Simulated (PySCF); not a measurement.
Species: C4H5PSe.
Bonds: Se1–P2 (double), P2–C3, C3–C4 (double), C4–C5, C5–C6 (double), P2–C6. Hydrogens: H7 on P2; H8 on C3; H9 on C4; H10 on C5; H11 on C6.

Theory: PBE0-D3(BJ)/def2-SVP geometry optimisation, gas phase in PySCF 2.14.0.

Q: Give the optimised bond lengths and angles.

A: 
```json
{"bond": "Se1=P2", "length (Å)": "2.090", "order": "double"}
{"bond": "P2–C3, P2–C6", "length (Å)": "1.815", "order": "single"}
{"bond": "C3=C4, C5=C6", "length (Å)": "1.346", "order": "double"}
{"bond": "C4–C5", "length (Å)": "1.474", "order": "single"}
{"bond": "P2–H7", "length (Å)": "1.428", "order": "single"}
{"bond": "C3–H8, C6–H11", "length (Å)": "1.090", "order": "single"}
{"bond": "C4–H9, C5–H10", "length (Å)": "1.093", "order": "single"}
```

Bonds in one row agree within 0.01 Å and their mean is given. Orders are formal, as drawn. A selection of angles:
```json
{"angle": "Se1–P2–C3", "degrees": "119.5"}
{"angle": "Se1–P2–H7", "degrees": "116.2"}
{"angle": "C3–P2–C6", "degrees": "91.9"}
{"angle": "C3–P2–H7", "degrees": "102.9"}
{"angle": "P2–C3–C4", "degrees": "109.1"}
{"angle": "P2–C3–H8", "degrees": "124.2"}
{"angle": "C4–C3–H8", "degrees": "126.7"}
{"angle": "C3–C4–C5", "degrees": "115.0"}
{"angle": "C3–C4–H9", "degrees": "123.7"}
{"angle": "C5–C4–H9", "degrees": "121.3"}
```

Torsions: Se1–P2–C3–C4 125° (anticlinal); P2–C3–C4–C5 1° (synperiplanar); C3–C4–C5–C6 0° (synperiplanar); C4–C5–C6–P2 -1° (synperiplanar); Se1–P2–C6–C5 -125° (anticlinal).

The C–C distances run from 1.346 Å (C5=C6, drawn double) to 1.474 Å (C4–C5, drawn single), a spread of 0.128 Å. P2 (phosphorus bonded to 2 C, Se and H) has angles from 91.9° to 119.5°. The 5-membered ring P2–C3–C4–C5–C6 has internal angles of 91.9° to 115.0°; it is planar, 0.01 Å rms from its mean plane, widest ring torsion 1°.

Point group: Cs (every atom within 0.08 Å of its image). Whether it is a minimum is left open (no frequencies).
